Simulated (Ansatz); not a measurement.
Start from `[OH][Al]1[CH2][CH2]1` and change one atom or group to get `[Cl][Al]1[CH2][CH2]1`.

Ansatz, PBE0-D4/def2-TZVP geometries, multiplicity 1. Each molecule was computed in one conformer, which needn't be the lowest.

```
                                        property  `[OH][Al]1[CH2][CH2]1`
             HOMO energy (B3LYP/def2-TZVPP) / eV                   -5.73
size of the dipole moment (B3LYP/def2-TZVPP) / D                    1.58
  size of the dipole moment (PBE/def2-TZVPP) / D                    1.47
              LUMO energy (PBE0/def2-TZVPP) / eV                   -0.77
           HOMO–LUMO gap (B3LYP/def2-TZVPP) / eV                    4.67
           LUMO energy (ωB97M-V/def2-TZVPP) / eV                    0.83
```

Give the same properties after the change, and the shifts. (An estimate is asked.)

Computed: 
| property | `[Cl][Al]1[CH2][CH2]1` | shift |
| --- | --- | --- |
| HOMO energy (B3LYP/def2-TZVPP) / eV | -6.01 | -0.28 |
| size of the dipole moment (B3LYP/def2-TZVPP) / D | 0.27 | -1.31 |
| size of the dipole moment (PBE/def2-TZVPP) / D | 0.38 | -1.09 |
| LUMO energy (PBE0/def2-TZVPP) / eV | -0.98 | -0.21 |
| HOMO–LUMO gap (B3LYP/def2-TZVPP) / eV | 4.77 | 0.10 |
| LUMO energy (ωB97M-V/def2-TZVPP) / eV | 0.68 | -0.15 |

With PBE0 the HOMO falls by 0.28 eV and the LUMO falls by 0.21 eV, so the gap widens by about 0.07 eV. PBE moves the HOMO by -0.29 eV and ωB97M-V by -0.26 eV. The zero-point energy changes by -31.5 kJ/mol with -3 modes. Dipoles are sizes alone; their direction can turn.

B3LYP here is the variant with VWN-RPA as its local correlation; programs differ in this.
